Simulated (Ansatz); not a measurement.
C2H7SSb (`C[CH](S)[SbH2]`) at its PBE0-D4/def2-TZVP geometry, where that method's forces vanish. The species carries charge 0 and has multiplicity 1. Sb takes the def2 core potential.

```json
{"atom": "C1", "x (Å)": "0.989", "y (Å)": "-0.772", "z (Å)": "-0.091"}
{"atom": "C2", "x (Å)": "-0.445", "y (Å)": "-0.350", "z (Å)": "0.159"}
{"atom": "S3", "x (Å)": "-1.431", "y (Å)": "-0.823", "z (Å)": "-1.293"}
{"atom": "Sb4", "x (Å)": "-0.687", "y (Å)": "1.789", "z (Å)": "0.520"}
{"atom": "H5", "x (Å)": "1.400", "y (Å)": "-0.272", "z (Å)": "-0.971"}
{"atom": "H6", "x (Å)": "1.057", "y (Å)": "-1.853", "z (Å)": "-0.253"}
{"atom": "H7", "x (Å)": "1.617", "y (Å)": "-0.516", "z (Å)": "0.764"}
{"atom": "H8", "x (Å)": "-0.841", "y (Å)": "-0.870", "z (Å)": "1.034"}
{"atom": "H9", "x (Å)": "-2.625", "y (Å)": "-0.400", "z (Å)": "-0.848"}
{"atom": "H10", "x (Å)": "0.410", "y (Å)": "2.199", "z (Å)": "-0.723"}
{"atom": "H11", "x (Å)": "0.556", "y (Å)": "1.867", "z (Å)": "1.702"}
```

For each bond, give half the difference of the two atoms' forces along it (eV/Å; positive pushes the atoms apart) under PBE-D4, r2SCAN-D4, B3LYP-D4, ωB97M-V in def2-TZVPP. (Best estimate.)

Ansatz gave: 
```
   bond  length (Å)  PBE-D4  r2SCAN-D4  B3LYP-D4  ωB97M-V
  C1–C2       1.516   -0.04       0.07      0.12     0.24
  C1–H5       1.092    0.11      -0.04     -0.06    -0.06
  C1–H6       1.095    0.11      -0.03     -0.07    -0.09
  C1–H7       1.092    0.11      -0.04     -0.08    -0.08
  C2–S3       1.817    0.16       0.16      0.23     0.13
 C2–Sb4       2.182    0.20       0.11      0.19    -0.19
  C2–H8       1.092    0.09      -0.07     -0.17    -0.12
  S3–H9       1.343    0.25       0.01     -0.04    -0.10
Sb4–H10       1.708    0.24       0.03      0.08    -0.13
Sb4–H11       1.717    0.23       0.03      0.06    -0.14
```

B3LYP here is the variant with VWN-RPA as its local correlation; programs differ in this.
